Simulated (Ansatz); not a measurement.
`FCC(CF)C(F)F` at its PBE0-D4/def2-TZVP geometry, where that method's forces vanish. Total charge 0; spin multiplicity 1.

| atom | x (Å) | y (Å) | z (Å) |
| --- | --- | --- | --- |
| F1 | -2.1467 | 0.3105 | -1.0771 |
| C2 | -0.8021 | 0.0143 | -1.2039 |
| C3 | -0.0920 | 0.3647 | 0.0905 |
| C4 | -0.5637 | -0.5181 | 1.2273 |
| F5 | -0.0222 | -0.0735 | 2.4200 |
| C6 | 1.4103 | 0.2832 | -0.0688 |
| F7 | 1.7735 | -0.9539 | -0.5088 |
| F8 | 1.8339 | 1.1770 | -0.9993 |
| H9 | -0.7129 | -1.0503 | -1.4363 |
| H10 | -0.4014 | 0.5965 | -2.0356 |
| H11 | -0.3263 | 1.4049 | 0.3402 |
| H12 | -0.2457 | -1.5545 | 1.0788 |
| H13 | -1.6513 | -0.4803 | 1.3103 |
| H14 | 1.9468 | 0.4796 | 0.8627 |

For each bond, give half the difference of the two atoms' forces along it (eV/Å; positive pushes the atoms apart) under PBE-D4, r2SCAN-D4, B3LYP-D4, ωB97M-V in def2-TZVPP. (An estimate is asked.)

Ansatz gave: 
```json
{"bond": "F1–C2", "length (Å)": "1.383", "PBE-D4": "0.52", "r2SCAN-D4": "0.35", "B3LYP-D4": "0.40", "ωB97M-V": "0.29"}
{"bond": "C2–C3", "length (Å)": "1.517", "PBE-D4": "-0.06", "r2SCAN-D4": "0.02", "B3LYP-D4": "0.08", "ωB97M-V": "0.07"}
{"bond": "C2–H9", "length (Å)": "1.093", "PBE-D4": "0.08", "r2SCAN-D4": "-0.07", "B3LYP-D4": "-0.15", "ωB97M-V": "-0.14"}
{"bond": "C2–H10", "length (Å)": "1.091", "PBE-D4": "0.07", "r2SCAN-D4": "-0.08", "B3LYP-D4": "-0.16", "ωB97M-V": "-0.15"}
{"bond": "C3–C4", "length (Å)": "1.515", "PBE-D4": "-0.06", "r2SCAN-D4": "0.01", "B3LYP-D4": "0.07", "ωB97M-V": "0.07"}
{"bond": "C3–C6", "length (Å)": "1.513", "PBE-D4": "-0.12", "r2SCAN-D4": "-0.05", "B3LYP-D4": "-0.01", "ωB97M-V": "0.00"}
{"bond": "C3–H11", "length (Å)": "1.095", "PBE-D4": "0.11", "r2SCAN-D4": "-0.05", "B3LYP-D4": "-0.14", "ωB97M-V": "-0.13"}
{"bond": "C4–F5", "length (Å)": "1.383", "PBE-D4": "0.52", "r2SCAN-D4": "0.35", "B3LYP-D4": "0.41", "ωB97M-V": "0.29"}
{"bond": "C4–H12", "length (Å)": "1.094", "PBE-D4": "0.08", "r2SCAN-D4": "-0.07", "B3LYP-D4": "-0.14", "ωB97M-V": "-0.13"}
{"bond": "C4–H13", "length (Å)": "1.091", "PBE-D4": "0.07", "r2SCAN-D4": "-0.08", "B3LYP-D4": "-0.16", "ωB97M-V": "-0.14"}
{"bond": "C6–F7", "length (Å)": "1.362", "PBE-D4": "0.56", "r2SCAN-D4": "0.31", "B3LYP-D4": "0.35", "ωB97M-V": "0.23"}
{"bond": "C6–F8", "length (Å)": "1.358", "PBE-D4": "0.56", "r2SCAN-D4": "0.31", "B3LYP-D4": "0.33", "ωB97M-V": "0.22"}
{"bond": "C6–H14", "length (Å)": "1.093", "PBE-D4": "0.01", "r2SCAN-D4": "-0.14", "B3LYP-D4": "-0.25", "ωB97M-V": "-0.22"}
```

B3LYP here is the variant with VWN-RPA as its local correlation; programs differ in this.
